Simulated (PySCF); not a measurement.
## Exercise with solution: chemical shift, span and skew from a shielding tensor

Se(SeH)(OSiH3) (H₄OSe₂Si), SMILES [SiH3]O[Se][SeH]. Atoms are numbered in the order given.

```xyz
8

Se    -0.4210     0.3395     0.8637
Se     1.1331     1.0591    -0.6725
H      2.3300     0.8803     0.1762
O     -0.4309    -1.4608     0.6420
Si    -1.3148    -2.1245    -0.6313
H     -2.7614    -1.7739    -0.5081
H     -1.1265    -3.5976    -0.5239
H     -0.8015    -1.6316    -1.9440
```
Charge 0, spin multiplicity 1.

Geometry optimised at PBE0-D3(BJ)/def2-SVP. The structure was generated by enumeration, and PubChem lists no compound with its InChIKey, so it may never have been made. One conformer was computed; it need not be the lowest.

GIAO shieldings from PBE/pcSseg-1 (PySCF), non-relativistic, no solvent. The symmetric part of the tensor of Se1 has the principal values -824.5, -251.5, 1498.9 ppm. The same nucleus in Me2Se has σ = 1634.8 ppm at this level (PySCF, at its B3LYP-D3(BJ)/def2-TZVP geometry).

**Question.** Work out the isotropic shielding, the ⁷⁷Se shift against Me2Se, the span and the skew.

**Answer.** 
σ(iso) = (σ11 + σ22 + σ33)/3 = 141.0 ppm. δ = σ(ref) − σ(iso) = 1634.8 − (141.0) = 1493.8 ppm.
Span Ω = σ33 − σ11 = 2323.4 ppm. Skew κ = 3(σ(iso) − σ22)/Ω = 0.51. Tumbling in solution averages the tensor to δ; in a static solid the shielding alone would spread this spin-1/2 line over Ω.
